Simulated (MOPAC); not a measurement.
MOPAC input (PM3):

```
PM3 PRECISE GNORM=0.05 LET XYZ GEO-OK AUX(PRECISION=9) THREADS=1
CdSe

Cd   -0.00000000 1   -0.00000000 1   -0.99187572 1
Se    0.00000000 1    0.00000000 1    1.40029513 1
```

Question: What heat of formation does the run end on?

Answer: 44.97 kcal/mol.
